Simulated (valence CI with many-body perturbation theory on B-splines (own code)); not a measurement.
**Forbidden lines of Pd²⁵⁺**

Method: configuration interaction combined with many-body perturbation theory (CI+MBPT): three valence electrons over a frozen Dirac-Fock core [Ar], radial functions for each j: 9 s, 9 p, 10 d, 8 f, 5 g, 3 h, 1 i, with the one-electron correlation potential Σ1 (screened to all orders), the two-electron term Σ2, the three-electron term Σ3, Breit, model QED; selected single and double excitations, second order for the rest (own B-spline code, finite nucleus).

No measured levels were compared; by estimate terms of the open shell hold to 2 to 4 % of their energy, and close levels can change places. Only levels of the ground parity were solved; by the run's estimate the other parity begins above the list, which can be wrong where configurations are misplaced.

Lines 1 to 50 of 70 in falling wavelength, among levels below 39.446 eV, chosen from the decays that carry over 1 % of a level's rate. Wavelengths and rates use the calculated energies, so an error of 3000 cm⁻¹ moves a line at 308.9 nm by 9.3 % and its rate by three times that or more. S is in atomic units (e²a₀⁴ for E2 and M2, e²a₀⁶ for E3), for M1 in squared Bohr magnetons. Weak lines are less certain than strong ones. Lines between different terms over intervals too small for the method are left out, as are lines whose strength nearly cancels. The highest levels of a list are the least certain.

Names give the largest LS component (configuration and term), which can be under half, so a name can repeat, a term be missing and a line seem to break the LS rules; names also repeat where a configuration has a term twice. Letters in brackets count levels of one name in rising energy.

| λ vac (nm) | Upper | Lower | Type | A (s⁻¹) | S (a.u.) |
| --- | --- | --- | --- | --- | --- |
| 853.8 | 3d3 4P_1/2 | 3d3 4P_3/2 | M1 | 4.40e+01 | 2.03e+00 |
| 650.0 | 3d3 4F_9/2 | 3d3 4F_7/2 | M1 | 6.88e+01 | 7.01e+00 |
| 413.4 | 3d3 4F_7/2 | 3d3 4F_5/2 | M1 | 4.97e+02 | 1.04e+01 |
| 317.6 | 3d3 4F_5/2 | 3d3 4F_3/2 | M1 | 1.16e+03 | 8.24e+00 |
| 316.7 | 3d3 2D_5/2 [a] | 3d3 2D_3/2 [a] | M1 | 2.87e+02 | 2.03e+00 |
| 308.9 | 3d3 2P_3/2 | 3d3 2D_5/2 [a] | M1 | 8.94e+01 | 3.91e-01 |
| 246.2 | 3d3 2H_11/2 | 3d3 2H_9/2 | M1 | 4.61e+02 | 3.06e+00 |
| 232.2 | 3d3 4P_3/2 | 3d3 4F_5/2 | M1 | 2.86e+02 | 5.30e-01 |
| 212.1 | 3d3 2D_5/2 [a] | 3d3 4P_5/2 | M1 | 2.33e+02 | 4.95e-01 |
| 207.7 | 3d3 2H_9/2 | 3d3 4F_9/2 | M1 | 1.57e+03 | 5.21e+00 |
| 200.6 | 3d3 4P_5/2 | 3d3 4P_3/2 | M1 | 1.19e+03 | 2.14e+00 |
| 186.2 | 3d3 2D_3/2 [a] | 3d3 4P_1/2 | M1 | 7.33e+02 | 7.02e-01 |
| 182.2 | 3d3 2P_3/2 | 3d3 2P_1/2 | M1 | 1.27e+03 | 1.14e+00 |
| 173.8 | 3d3 2D_5/2 [a] | 3d3 2G_7/2 | M1 | 4.83e+01 | 5.63e-02 |
| 171.4 | 3d3 2G_7/2 | 3d3 4F_7/2 | M1 | 1.16e+03 | 1.73e+00 |
| 159.3 | 3d3 2P_1/2 | 3d3 4P_1/2 | M1 | 4.02e+03 | 1.20e+00 |
| 157.4 | 3d3 2H_9/2 | 3d3 4F_7/2 | M1 | 1.36e+03 | 1.97e+00 |
| 156.4 | 3d3 2P_3/2 | 3d3 2D_3/2 [a] | M1 | 2.49e+03 | 1.41e+00 |
| 154.8 | 3d3 2G_9/2 | 3d3 2H_9/2 | M1 | 2.93e+03 | 4.03e+00 |
| 152.9 | 3d3 2D_3/2 [a] | 3d3 4P_3/2 | M1 | 3.84e+03 | 2.04e+00 |
| 145.5 | 3d3 4P_5/2 | 3d3 4F_7/2 | M1 | 1.69e+02 | 1.16e-01 |
| 143.3 | 3d3 2G_9/2 | 3d3 2G_7/2 | M1 | 3.03e+03 | 3.31e+00 |
| 134.3 | 3d3 2P_1/2 | 3d3 4P_3/2 | M1 | 6.06e+01 | 1.09e-02 |
| 134.1 | 3d3 4P_3/2 | 3d3 4F_3/2 | M1 | 1.76e+03 | 6.30e-01 |
| 126.8 | 3d3 2F_5/2 | 3d3 4P_5/2 | M1 | 8.92e+02 | 4.05e-01 |
| 125.8 | 3d3 2P_3/2 | 3d3 4P_5/2 | M1 | 2.51e+03 | 7.40e-01 |
| 123.0 | 3d3 2F_7/2 | 3d3 4P_5/2 | M1 | 4.91e+01 | 2.71e-02 |
| 121.2 | 3d3 2G_7/2 | 3d3 4F_5/2 | M1 | 3.31e+03 | 1.74e+00 |
| 115.9 | 3d3 4P_1/2 | 3d3 4F_3/2 | M1 | 4.08e+02 | 4.71e-02 |
| 112.7 | 3d3 2H_11/2 | 3d3 4F_9/2 | M1 | 8.86e+02 | 5.63e-01 |
| 112.0 | 3d3 2F_5/2 | 3d3 2G_7/2 | M1 | 4.37e+02 | 1.37e-01 |
| 109.1 | 3d3 2F_7/2 | 3d3 2G_7/2 | M1 | 8.59e+02 | 3.30e-01 |
| 107.6 | 3d3 4P_5/2 | 3d3 4F_5/2 | M1 | 2.02e+02 | 5.61e-02 |
| 103.1 | 3d3 2D_5/2 [a] | 3d3 4P_3/2 | M1 | 3.85e+02 | 9.39e-02 |
| 101.6 | 3d3 2D_3/2 [b] | 3d3 2P_3/2 | M1 | 2.69e+02 | 4.18e-02 |
| 100.9 | 3d3 2D_3/2 [b] | 3d3 2F_5/2 | M1 | 2.09e+03 | 3.19e-01 |
| 99.76 | 3d3 2D_5/2 [b] | 3d3 2F_7/2 | M1 | 1.98e+03 | 4.37e-01 |
| 98.03 | 3d3 2D_5/2 [b] | 3d3 2P_3/2 | M1 | 3.35e+02 | 7.01e-02 |
| 97.41 | 3d3 2D_5/2 [b] | 3d3 2F_5/2 | M1 | 3.91e+03 | 8.04e-01 |
| 92.17 | 3d3 2D_3/2 [a] | 3d3 4F_5/2 | M1 | 3.41e+03 | 3.96e-01 |
| 88.70 | 3d3 2G_9/2 | 3d3 4F_9/2 | M1 | 2.20e+02 | 5.69e-02 |
| 86.30 | 3d3 2D_5/2 [a] | 3d3 4F_7/2 | M1 | 3.15e+03 | 4.50e-01 |
| 80.38 | 3d3 4P_5/2 | 3d3 4F_3/2 | M1 | 2.79e+01 | 3.22e-03 |
| 78.05 | 3d3 2G_9/2 | 3d3 4F_7/2 | M1 | 6.50e+02 | 1.14e-01 |
| 77.69 | 3d3 2F_5/2 | 3d3 4P_3/2 | M1 | 5.74e+02 | 5.99e-02 |
| 77.30 | 3d3 2P_3/2 | 3d3 4P_3/2 | M1 | 3.66e+02 | 2.51e-02 |
| 76.46 | 3d3 2D_3/2 [b] | 3d3 2D_5/2 [a] | M1 | 3.16e+03 | 2.09e-01 |
| 74.42 | 3d3 2D_5/2 [b] | 3d3 2D_5/2 [a] | M1 | 4.35e+02 | 3.99e-02 |
| 74.28 | 3d3 2F_7/2 | 3d3 4F_9/2 | M1 | 1.47e+03 | 1.79e-01 |
| 71.44 | 3d3 2D_3/2 [a] | 3d3 4F_3/2 | M1 | 1.21e+03 | 6.54e-02 |
